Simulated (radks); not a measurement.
Results of a calculation; reference values are marked as such.
Coulomb parameter of the 4f shell of the thulium ion Tm3+ in the model configuration [Xe] 4f11 6p1, as a second difference U = [E(n + 0.25) + E(n - 0.25) - 2 E(n)] / (0.25)^2 with all orbitals relaxed. "Bare": the charge of the atom changes with n. "Screened": the 6p shell takes up the change at fixed total charge, which measures U(4f,4f) + U(6p,6p) - 2 U(4f,6p). Level of theory: scalar-relativistic Kohn-Sham, r2SCAN, spin-unpolarised, spherical densities, finite nucleus; meta-GGA in the generalised Kohn-Sham scheme; Fermi nuclear charge, rms radius 5.2256 fm (a radial shooting solver on a logarithmic mesh with Libxc functionals).

start: configuration [Xe] 4f11 6p1; E - E(n) (eV) 0.000
bare +0.25: configuration [Xe] 4f11.25 6p1; E - E(n) (eV) -11.359
bare -0.25: configuration [Xe] 4f10.75 6p1; E - E(n) (eV) 12.686
screened +0.25: configuration [Xe] 4f11.25 6p0.75; E - E(n) (eV) -6.612
screened -0.25: configuration [Xe] 4f10.75 6p1.25; E - E(n) (eV) 7.250

U(bare) = 21.225 eV, U(screened by 6p) = 10.201 eV, against the Slater integral F0(4f,4f) = 35.418 eV with frozen orbitals.
